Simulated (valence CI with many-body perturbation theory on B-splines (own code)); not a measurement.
The numbers below are computed, except where a source is named.
Sensitivity of CI+MBPT for Pb

Level of theory: configuration interaction combined with many-body perturbation theory (CI+MBPT): four valence electrons over a frozen Dirac-Fock core [Xe] 4f14 5d10, a basis of 6 s, 6 p, 5 d, 3 f, 1 g functions for each j, with the one-electron correlation potential Σ1 (screened to all orders), the two-electron term Σ2, the three-electron term Σ3, Breit, model QED; selected single and double excitations, second order for the rest, scaled by the run's own slope (own B-spline code, finite nucleus).

Set against measurement, 17 paired levels are off by 249 cm⁻¹ on average, the worst by 895. These come from a selection out of the NIST Handbook of Basic Atomic Spectroscopic Data. Levels without a partner in it may be off by more.

The reference run has the lowest level (6s^2 6p1/2^2) J=0 and an ionisation energy of 7.36821 eV. Its largest variational space holds 10000 state functions.

Levels are named by their leading jj configuration (3d3/2^4 stands for four electrons in 3d with j = 3/2), which in mixed levels can hold well under half, so a name can repeat and another be missing.

Changed runs:
A. cutoff of virtual states (hartree) 13448 → 60
B. highest l in the core sums 6 → 5
C. Breit term on → off
D. correlating orbitals by l 3 3 3 2 1 → 0 0 0 0 0 (bad on purpose)

Excitation energies of the reference run in cm⁻¹, and shifts in cm⁻¹:

```tsv
Level	Reference	A	B	C	D
(6s^2 6p1/2 6p3/2) J=1	8050	-28	+21	+111	-77
(6s^2 6p1/2 6p3/2) J=2	10836	-30	+19	+119	+776
(6s^2 6p3/2^2) J=2	21818	-62	+37	+241	+1356
(6s^2 6p3/2^2) J=0	29636	-64	+29	+242	+2306
(6s^2 6p1/2 7s) J=0	34840	-42	+87	+111	+350
(6s^2 6p1/2 7s) J=1	35176	-42	+88	+111	+446
(6s^2 6p1/2 7p1/2) J=1	42610	-47	+113	+101	+379
(6s^2 6p1/2 7p1/2) J=0	44154	-48	+117	+102	+80
(6s^2 6p1/2 7p3/2) J=1	44380	-49	+114	+112	+172
(6s^2 6p1/2 7p3/2) J=2	44523	-49	+114	+113	+269
(6s^2 6p1/2 6d3/2) J=2	45241	-56	+113	+126	+340
(6s^2 6p1/2 6d5/2) J=2	45820	-55	+117	+124	+185
Ionisation energy (eV)	7.36821	-0.00658	+0.01539	+0.01414	+0.00497
```
